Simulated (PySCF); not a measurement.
Species: C₄H₆F₃SSi (doublet state).
Cartesian coordinates in Å at the GFN2-xTB level; atoms count from 1:
```
atom  x, y, z in Å
F1     2.687    0.773   -1.140
C2     2.540   -0.289   -0.339
F3     3.635   -1.033   -0.452
F4     2.504    0.186    0.913
S5     1.056   -1.255   -0.753
C6    -0.186    0.064   -0.607
C7    -0.581    0.439    0.828
C8    -2.116    0.380    0.736
Si9   -2.003   -0.507   -0.966
H10    0.184    0.902   -1.194
H11   -0.208   -0.306    1.531
H12   -0.197    1.414    1.130
H13   -2.582   -0.172    1.549
H14   -2.562    1.372    0.716
H15   -2.175   -1.960   -0.998
```

The hyperfine couplings belong to this conformer and change with its torsions.

The species is `FC(F)(F)S[C@H]1[SiH]CC1` [radical].

Method used: UKS B3LYP, pcH-1 on C F H S Si, non-relativistic, mean-field spin-orbit, GIAO (PySCF 2.14.0). Isolated species at its GFN2-xTB geometry (one conformer only). A GFN2-xTB geometry isn't a minimum of the functional, and hyperfine couplings can be far from their values at a DFT geometry, by a factor of two or more for some ions and for spin on atoms past the first row. Stability of the SCF solution: not tested.

Match the computed a_iso(1H) values +78.3, +25.6, +17.8, +14.5, +11.0, +3.5 MHz with the sites H10; H11; H12; H13; H14; H15.

| site | a_iso (MHz) | ρ(0) (bohr⁻³) | position | distance from Si9 (Å) | bound to | spin population there | largest \|T\| (MHz) |
| --- | --- | --- | --- | --- | --- | --- | --- |
| H10 | +14.5 | +0.0032 | 2 bonds from Si9 | 2.61 | C6 | +0.02 | 7.2 |
| H11 | +3.5 | +0.0008 | 3 bonds from Si9 | 3.08 | C7 | 0.00 | 3.2 |
| H12 | +25.6 | +0.0057 | 3 bonds from Si9 | 3.37 | C7 | 0.00 | 2.7 |
| H13 | +17.8 | +0.0040 | 2 bonds from Si9 | 2.60 | C8 | +0.04 | 5.3 |
| H14 | +11.0 | +0.0025 | 2 bonds from Si9 | 2.58 | C8 | +0.04 | 8.2 |
| H15 | +78.3 | +0.0175 | 1 bond from Si9 | 1.46 | Si9 | +0.88 | 9.0 |

ρ(0) is the spin density at the nucleus and T the dipolar tensor; a_iso includes a spin–orbit part; entries for several nuclei are means. The largest Mulliken spin population is on Si9 (+0.88). The angles at Si9 add up to 307.9°, so it is pyramidal.

Nuclei that the bonding pattern makes equivalent are averaged, as if the motion that swaps them (rotation, inversion, ring flip) were fast. The three 19F nuclei of mean +3.6 MHz run from 0.8 to 7.8 MHz in the frozen geometry.

Time: 2.0 min of wall time (grids of density and orbitals included); peak memory 1.1 GiB. Hardware: an Arm Neoverse V2 with one thread, shared host with 96 logical CPUs at a one-minute load of 48.
